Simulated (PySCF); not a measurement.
**Correlation energy of Ni⁺ (nickel, charge +1)**

[Ar] 3d8 4s1, high-spin 4F determinant (an excited configuration). All numbers are calculated (PySCF 2.14, scalar relativity by spin-free X2C-1e, in x2c-TZVPPall with one added diffuse shell each of s, p, d, f type (7s6p5d3f1g, 80 functions)). Frozen: [Ne]; 17 electrons correlated.

MP2 pair energies summed by pair of shells (mhartree):

```tsv
pair	energy	share (%)
3d-3d	-255.55	41.4
3p-3d	-207.21	33.6
3p-3p	-52.69	8.5
3s-3d	-41.02	6.6
3s-3p	-25.96	4.2
3d-4s	-24.68	4.0
3p-4s	-5.91	1.0
3s-3s	-3.90	0.6
3s-4s	-0.53	0.1
```

Total MP2 correlation energy: -617.44 mhartree.

Same-spin part -205.05 and opposite-spin part -412.39 mhartree; SCS-MP2 scales them by 1/3 and 6/5 to -563.21 mhartree.

This basis was not built for core-valence correlation, so the inner-shell part is incomplete.
